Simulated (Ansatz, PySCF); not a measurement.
Gas-phase reaction in SMILES: C[SiH2]O[SiH2] → C[SiH2]O[SiH2-] (an electron is taken up)
Each molecule is optimised on its own at B3LYP-D3(BJ)/def2-TZVP (Ansatz, a program for electronic structure), one conformer each, not searched for the lowest. Frequencies are from Ansatz or PySCF.

Wanted: adiabatic electron affinity (0 K, with B3LYP-D3(BJ) harmonic zero-point energies), positive where the reaction releases energy, in eV. Cores are frozen in the correlated levels unless marked. UHF or UKS for open shells. No spin-orbit coupling. No relativistic terms. Anions need diffuse functions: aug- sets have them; def2-D sets add few; the other sets have none. CBS marks a two-point X^-3 extrapolation of the correlation energy; Hartree-Fock from the larger set. The bracket is a focal-point correction in the basis named.

```
level                                                                             program  adiabatic electron affinity (eV)
-------------------------------------------------------------------------  --------------  --------------------------------
revPBE-D3(BJ)/def2-TZVPD                                                   Ansatz + dftd3                              1.32
PBE0-D3(BJ)/def2-TZVPD                                                     Ansatz + dftd3                              1.25
HSE06-D4/def2-TZVPD                                                        Ansatz + dftd4                              1.29
MP2/cc-pVTZ                                                                        Ansatz                              1.08
CCSD(T)/aug-cc-pV(D+d)Z                                                            Ansatz                              1.42
CCSD(T)/cc-pV(Q+d)Z                                                                Ansatz                              1.32
RI-MP2/CBS(aug-cc-pV(T+d)Z,aug-cc-pV(Q+d)Z)+[CCSD(T)-MP2]/aug-cc-pV(T+d)Z          Ansatz                              1.43
```
